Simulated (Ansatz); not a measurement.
Reaction (formal exchange of groups at the Si–Si bond): `N[SiH](O)[SiH2]O` + `[NH2][GeH3]` → `[NH2][GeH2][SiH](N)O` + `O[SiH3]`

Computed with Ansatz on PBE0-D4/def2-TZVP structures; ΔE is electronic, products minus reactants. CBS: MP2 limit from def2 TZ/QZ plus the TZ coupled-cluster correction, frozen cores. DFT in def2-TZVPP. B3LYP here is the variant with VWN-RPA as its local correlation; programs differ in this. For Ge outer-core shells are correlated without core-valence functions, which leaves a few kJ/mol of doubt a bond. Scalar relativity is left out up to krypton. Each species was taken in one conformer, which may not be the lowest.

Problem. Is it downhill or uphill in electronic energy at CCSD(T)/CBS, and by how much? (Best estimate.)

Solution. The calculation gave: Downhill: ΔE = -4.7 kcal/mol.

Problem. What do these levels give: r2SCAN-D4, B2PLYP, PBE, B3LYP, HF/def2-TZVPP, MP2/def2-TZVPP, SCS-MP2/def2-TZVPP, HF/def2-QZVPP, MP2/def2-QZVPP, HF/CBS(def2), MP2/CBS(def2), CCSD/CBS(def2)? (An estimate is asked.)

Solution. The calculation gave: r2SCAN-D4 -3.6, B2PLYP -4.5, PBE -2.9, B3LYP -4.1, HF/def2-TZVPP -4.8, MP2/def2-TZVPP -5.5, SCS-MP2/def2-TZVPP -5.4, HF/def2-QZVPP -4.7, MP2/def2-QZVPP -5.5, HF/CBS(def2) -4.7, MP2/CBS(def2) -5.5, CCSD/CBS(def2) -4.8 kcal/mol.

Largest T1 diagnostic among the species: 0.012.
